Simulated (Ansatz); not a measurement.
Cartesian coordinates (Å):
```xyz
8

C      1.5432     0.1672    -0.1555
C      0.2840    -0.1826    -0.0559
C     -0.9768    -0.5392     0.0434
O     -2.0500     0.2943     0.2788
H      2.2045     0.1979     0.7174
H      1.9939     0.4415    -1.1157
H     -1.2954    -1.5783    -0.0573
H     -1.7096     1.2044     0.3589
```
Charge 0, multiplicity 1.

All values below come from frozen-core CCSD(T)/cc-pVTZ // PBE-D3(BJ)/def2-TZVP (Ansatz, a quantum-chemistry and plane-wave program). The restricted HF reference is unstable towards unrestricted orbitals.

The HF energy is -190.78541 Ha and the MP2 correlation energy is -0.71366 Ha.

### Question
Estimate the CCSD correlation energy, the (T) correction, the total energy and the T1 diagnostic.

### Answer

```yaml
CCSD correlation energy: -0.73663 Ha
"(T) correction": -0.03412 Ha
CCSD(T) total energy: -191.55616 Ha
T1 diagnostic: 0.013
```
